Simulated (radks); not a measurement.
Values are calculated unless marked as measured or tabulated.
Tc, 43 electrons, occupied as [Kr] 4d4 5s2 5p1 (not the ground configuration). Code: a radial shooting solver on a logarithmic mesh with Libxc functionals. Model: scalar-relativistic Kohn-Sham, PBE, spin-unpolarised, spherical densities, point nucleus.

Unscreened Slater integrals over Kohn-Sham orbitals (cm^-1).

| integral | value |
|---|---|
| F0(5p,5p) | 47878 |
| F2(5p,5p) | 25000 |
| F0(5p,5s) | 54194 |
| G1(5p,5s) | 33175 |
| F0(5p,4d) | 60904 |
| F2(5p,4d) | 16540 |
| G1(5p,4d) | 7547.5 |
| G3(5p,4d) | 5931.1 |
| F0(5p,4p) | 62568 |
| F2(5p,4p) | 11461 |
| G0(5p,4p) | 2109.1 |
| G2(5p,4p) | 2668.0 |
| F0(5s,5s) | 64412 |
| F0(5s,4d) | 78088 |
| G2(5s,4d) | 14841 |
| F0(5s,4p) | 81548 |
| G1(5s,4p) | 5229.4 |
| F0(4d,4d) | 123740 |
| F2(4d,4d) | 61271 |
| F4(4d,4d) | 39828 |
| F0(4d,4p) | 141820 |
| F2(4d,4p) | 68607 |
| G1(4d,4p) | 85157 |
| G3(4d,4p) | 51862 |
| F0(4p,4p) | 170010 |
| F2(4p,4p) | 89409 |

Derived for the open shells (J is the average intra-shell exchange parameter used in DFT+U). 4d: Racah B = F2/49 - 5 F4/441 = 798.9 cm^-1, C = 35 F4/441 = 3161 cm^-1, C/B = 3.96, F4/F2 = 0.650, J = (F2 + F4)/14 = 7221 cm^-1. 5p: J = F2/5 = 5000 cm^-1.
